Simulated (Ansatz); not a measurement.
A nudged elastic band was laid between two geometries of ClGaH4OSSi (9 atoms, charge 0, multiplicity 1).

Level of theory: RKS PBE0-D4/def2-SVP in Ansatz 0.2.0.

```
movable images  : 5
climbing image  : yes
spring          : 5.0 eV/Å²
optimiser       : quadratic models (default)
start path      : through a guess of the saddle point
force threshold : 0.05 eV/Å
iteration limit : 60
end points      : relaxed
```

Image 0:

```xyz
9
Properties=species:S:1:pos:R:3
S -1.036 1.982 0.671
Si 0.693 0.720 0.668
Cl 1.911 1.547 -0.786
O 0.316 -0.824 0.293
Ga -0.394 -1.623 -1.164
H -1.612 1.317 1.700
H 1.413 0.747 1.962
H -0.533 -0.752 -2.448
H -0.758 -3.114 -0.896
```

Image 6:

```xyz
9
Properties=species:S:1:pos:R:3
S -1.462 1.645 0.577
Si 0.087 0.228 0.137
Cl 1.942 0.655 -0.926
O -0.110 -1.497 -0.081
Ga 0.180 -1.215 -2.274
H -1.116 1.849 1.869
H 0.728 0.160 1.496
H -0.604 0.235 -1.351
H 0.355 -2.059 0.553
```

(1) What changes between the two ends?

(2) Give the energies along the band, and the barrier.

(3) What is the geometry of the highest image?

Results:

(1) Bonds broken: Ga5–H9. Bonds formed: O4–H9.

(2) The forces met the threshold. The highest image is number 2 of 0 to 6, 2.51 eV above the first end and 1.55 eV above the last; the last end lies 0.95 eV above the first. Neighbouring images differ by up to 2.5 eV, so the band resolves the path poorly. A vibrational analysis at the climbing image gives one clearly imaginary mode, 1400i cm⁻¹, and a faint second one (25i cm⁻¹) that may be numerical noise or a soft torsion: probably a first-order saddle point. The orbitals stay closed-shell, which can raise the energy where a bond breaks towards radicals; this wasn't checked here.

| image | path coordinate (Å) | energy (eV) | Ga5–H9 (Å) | O4–H9 (Å) |
| --- | --- | --- | --- | --- |
| 0 | 0.00 | 0.00 | 1.56 | 2.79 |
| 1 | 1.51 | 0.05 | 1.55 | 2.76 |
| 2 | 3.04 | 2.51 | 1.65 | 1.37 |
| 3 | 4.01 | 1.44 | 2.62 | 0.97 |
| 4 | 4.98 | 1.37 | 2.88 | 0.96 |
| 5 | 5.94 | 1.13 | 2.95 | 0.96 |
| 6 | 6.90 | 0.95 | 2.95 | 0.97 |

(3) 
```xyz
9
Properties=species:S:1:pos:R:3
S -0.902 2.112 0.661
Si 0.451 0.467 0.733
Cl 1.892 0.952 -0.695
O -0.246 -0.947 0.267
Ga -0.132 -1.698 -1.710
H -1.697 1.595 1.625
H 1.125 0.330 2.047
H -0.924 -0.770 -2.727
H 0.434 -2.042 -0.201
```

Run time: 9.7 min on 2 threads of Arm Neoverse V1 (shared host), peak memory 0.34 GiB.
